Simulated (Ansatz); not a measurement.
A nudged elastic band was laid between two geometries of CH$_{5}$As (7 atoms, charge 0, multiplicity 1).

The calculation used RKS B3LYP-D4/def2-SVPD in Ansatz.

| Property | Result |
| --- | --- |
| movable images | 5 |
| climbing image | yes |
| spring | 5.0 eV/Å² |
| optimiser | quadratic models (default) |
| start path | through a guess of the saddle point |
| force threshold | 0.05 eV/Å |
| iteration limit | 60 |
| end points | relaxed |

Image 0:

```xyz
7
Properties=species:S:1:pos:R:3
C -0.062 -0.758 -0.257
As 0.729 0.819 0.672
H -0.250 -1.544 0.486
H 0.667 -1.138 -0.985
H -0.998 -0.517 -0.775
H -0.579 1.285 1.315
H 0.555 1.786 -0.502
```

Image 6:

```xyz
7
Properties=species:S:1:pos:R:3
C -0.190 -0.726 -0.282
As -0.434 1.103 0.473
H -0.540 -1.455 0.461
H 0.855 -0.942 -0.534
H -0.811 -0.825 -1.183
H 0.670 0.974 1.525
H 0.512 1.802 -0.507
```

Q: What changes between the two ends?

A: No bond is made or broken. The height of As2 over the plane of its neighbours goes from -0.88 to 0.88 Å. The two ends are copies of one structure, up to a mirror image or an exchange of like atoms.

Q: Give the energies along the band, and the barrier.

A: The forces met the threshold. The highest image is number 2 of 0 to 6, 179.4 kJ/mol above the ends, which have the same energy within 2 meV. Neighbouring images differ by up to 1.4 eV, so the band resolves the path poorly. A vibrational analysis at the climbing image gives 2 clearly imaginary modes (1003i, 78i cm⁻¹): a point of higher order, so a lower path passes nearby.

```
image  path coordinate (Å)  energy (kJ/mol)  height of As2 over the plane of its neighbours (Å)
    0                 0.00              0.0                                               -0.88
    1                 0.55             43.7                                               -0.59
    2                 1.11            179.4                                                0.01
    3                 1.61             53.8                                                0.57
    4                 2.12              5.1                                                0.87
    5                 2.63              2.3                                                0.88
    6                 3.13              0.1                                                0.88
```

Q: What is the geometry of the highest image?

A: 
```xyz
7
Properties=species:S:1:pos:R:3
C -0.161 -0.819 -0.341
As 0.183 0.960 0.367
H -0.251 -1.503 0.513
H 0.708 -1.130 -0.934
H -1.071 -0.861 -0.950
H -0.302 1.336 1.711
H 0.956 1.949 -0.412
```

The band took 9 iterations and roughly 2.9 core-minutes.

Run time: 91 s on 2 threads of Arm Neoverse V1 (shared host), peak memory 0.2 GiB.
